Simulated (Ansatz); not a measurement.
A nudged elastic band was laid between two geometries of C₂H₇BO (11 atoms, charge 0, multiplicity 1).

Theory: RKS B3LYP-D4/def2-SVP (Ansatz 0.2.0).

```
movable images  : 7
climbing image  : yes
spring          : 5.0 eV/Å²
optimiser       : quadratic models (default)
start path      : through a guess of the saddle point
force threshold : 0.05 eV/Å
iteration limit : 60
end points      : relaxed
```

Image 0:

```xyz
11
Properties=species:S:1:pos:R:3
C -0.075 1.353 -0.623
B -0.219 -0.180 -0.280
C 0.479 -0.817 0.992
O -0.977 -0.933 -1.126
H -0.433 1.602 -1.634
H -0.672 1.943 0.099
H 0.964 1.707 -0.512
H 0.190 -1.861 1.204
H 1.576 -0.797 0.856
H 0.280 -0.217 1.896
H -1.047 -1.856 -0.852
```

Image 8:

```xyz
11
Properties=species:S:1:pos:R:3
C -0.094 1.183 -0.664
B -0.178 -0.318 -0.164
C 0.544 -0.794 1.155
O -0.886 -1.258 -0.853
H -0.775 1.432 -1.496
H -0.288 1.890 0.161
H 0.936 1.396 -1.004
H 0.610 -1.890 1.235
H 1.554 -0.363 1.258
H -0.031 -0.430 2.028
H -1.327 -0.903 -1.636
```

Which bonds break or form, and what moves?

No bond is made or broken.  The two ends are copies of one structure, up to a mirror image or an exchange of like atoms.

Give the energies along the band, and the barrier.

The run converged. The highest image is number 4 of 0 to 8, 13.5 kcal/mol above the ends, which have the same energy within 2 meV. A vibrational analysis at the climbing image gives one clearly imaginary mode, 723i cm⁻¹, and a faint second one (31i cm⁻¹) that may be numerical noise or a soft torsion: probably a first-order saddle point.

```tsv
image	path coordinate (Å)	energy (kcal/mol)
0	0.00	0.0
1	0.57	0.0
2	1.14	0.1
3	1.71	4.2
4	2.28	13.5
5	2.79	5.1
6	3.30	0.2
7	3.81	0.0
8	4.33	0.0
```

What is the geometry of the highest image?


```xyz
11
Properties=species:S:1:pos:R:3
C -0.162 1.307 -0.559
B -0.080 -0.240 -0.246
C 0.446 -0.794 1.136
O -0.339 -1.130 -1.270
H -1.052 1.560 -1.161
H -0.121 1.963 0.323
H 0.707 1.559 -1.199
H 0.119 -1.825 1.347
H 1.552 -0.827 1.066
H 0.213 -0.145 1.995
H -1.219 -1.484 -1.413
```

Time of the run: 4.1 min on 2 threads of Arm Neoverse V1, with other jobs on the host, peak memory 0.18 GiB.
